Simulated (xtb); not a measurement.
Si(OH)3(SiH3) (H6O3Si2), SMILES O[Si](O)(O)[SiH3]. All values are semi-empirical tight-binding results from xtb (GFN2-xTB unless named), good for trends rather than for accurate numbers. Coordinates come from a GFN2-xTB optimisation. Other conformers were not sampled.

Optimised geometry:

```xyz
11

O     -1.7418     0.0185     0.5467
Si    -0.3038    -0.1937    -0.1963
O     -0.4761     0.3398    -1.7298
O     -0.0480    -1.8041    -0.2774
Si     1.3922     0.8889     0.8980
H     -2.0032    -0.5817     1.2373
H     -1.0296     1.0946    -1.9014
H      0.4733    -2.1584    -0.9902
H      1.4785     0.5286     2.3204
H      1.2549     2.3520     0.8633
H      2.7168     0.5978     0.3309
```
Charge 0, spin multiplicity 1.

Computed properties:
```yaml
point_group_as_xtb_finds_it: C3
orbital_gap: 4.83 eV
dipole_moment: 0.52 D
zero_point_energy: 40.5 kcal/mol
G − E(el) at 298.15 K (modified RRHO): 20.0 kcal/mol
static polarisability (D4 model): 76.9 bohr³
solvation energy, GFN2-xTB/ALPB(water): -10.7 kcal/mol
solvation energy, GFN2-xTB/ALPB(thf): -13.2 kcal/mol
```

Computed atomic charges and the Wiberg bond orders between heavy atoms:
charges (e) O1 -0.50, Si2 0.56, O3 -0.50, O4 -0.50, Si5 0.38, H6 0.30, H7 0.30, H8 0.30, H9 -0.11, H10 -0.11, H11 -0.11. Bond orders O1–Si2 1.14, Si2–O3 1.14, Si2–O4 1.14, Si2–Si5 0.77.
